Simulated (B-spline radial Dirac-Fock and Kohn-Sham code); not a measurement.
# Run log: Li⁺

ΔSCF core binding energies without Breit or QED terms, calculated with a radial finite-basis atomic code. Keys: rel is the Hamiltonian (dirac, or spin-free x2c and nr, where L3 and M5 stand for the whole 2p and 3d shells), method is hf or an exchange,correlation pair (spin-unpolarised, also for the hole states), nuc the nuclear model, radius_factor scales its radius, rmax is the box in bohr, h the logarithmic mesh step, order the B-spline order, points the quadrature points per cell, c_factor scales the speed of light, and damp, ndamp, maxit and tol steer the iteration. The run stops when the commutator error falls below 10·tol·max(1, Z/10), or the numerical noise floor, and the energy has settled to about 1e-8 Ha; the virial ratio is −V/T.

Input (task.json):

```json
{"items": [{"Z": 3, "q": 1, "cfg": [[1, 0, 2]], "A": 7, "rrms": 2.444, "do": "settings", "holes": ["K", "L3", "M5"],
  "settings": [{"rel": "dirac", "method": "hf", "nuc": "fermi", "radius_factor": 0.8, "rmax": 45.0, "h": 0.3, "order": 8, "points": 10, "c_factor": 1.0, "maxit": 60, "damp": 0.5, "ndamp": 3, "tol": 1e-08}]}]}
```

Command: `python xray2_run.py task.json out`

Ground-state iterations:

```
iter   energy (Ha)        error
   1       -7.03797728  2.19e-01
   2       -7.23636268  1.17e-02
   3       -7.23694180  6.41e-03
   4       -7.23712293  3.51e-03
   5       -7.23720417  4.71e-04
   6       -7.23720540  1.89e-05
   7       -7.23720540  7.76e-07
   8       -7.23720540  1.79e-08
```

The ground state converged in 8 iterations, with total energy -7.23721 Ha, virial ratio 1.99978 and highest orbital energy -75.99 eV. ΔSCF binding energies: K (1s) 74.47 eV. Holes are computed only in closed shells, and unreliable hole states are left out.
